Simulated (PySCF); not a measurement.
An unknown is described by computed data only.

Formula: GaH3O3.

* UV, first state: lowest singlet excitation: 6.35 eV (195 nm, f = 0.000 summed over 2 states within 0.01 eV) [TDDFT PBE0/def2-SVPD]
* Rotational structure: rotational constants A, B, C: 6.058, 6.023, 3.020 GHz [PBE0-D3(BJ)/def2-SVP]
* Triplet: lowest triplet excitation (Tamm–Dancoff): 5.99 eV [TDA PBE0/def2-SVPD]
* 1H NMR: chemical shifts (computed TMS as zero) by class: 1.66 (3 H) ppm [GIAO B3LYP/pcSseg-1 (pcSseg-2 on Ga)]
* XPS: O1s 538.3 (×3) eV [ΔSCF SCAN, pcX-2 on the ionised atom, pcseg-1 elsewhere, spin-free X2C]
* UV, strongest line: among the 15 lowest singlet transitions: S7/S8 at 8.40 eV (148 nm, f = 0.300 summed over these states) [TDDFT PBE0/def2-SVPD]

The electronic properties come from PySCF, for the isolated species, density fitting. Levels stand in brackets. Geometry: PBE0-D3(BJ)/def2-SVP, one conformer, isolated molecule. The calculation (core ionisation apart) is non-relativistic and has no spin–orbit coupling, an omission that weighs most on gallium. NMR values are class means; diastereotopic atoms form classes of their own.

Task: What is the compound? Reason from the data.

Result: All hydrogens form one class (1.66 ppm): hydrogen on oxygen. The core levels belong to: O1s 538.3 eV, oxygen bonded to Ga and H. No core level of Ga was computed. The optimised geometry has point group C3h and is an oblate symmetric top (the spread among constants that symmetry makes equal is optimisation noise). Structure: `[OH][Ga]([OH])[OH]` (Ga(OH)3). The assignments are read from this structure; whether some other isomer fits the data as well wasn't checked.
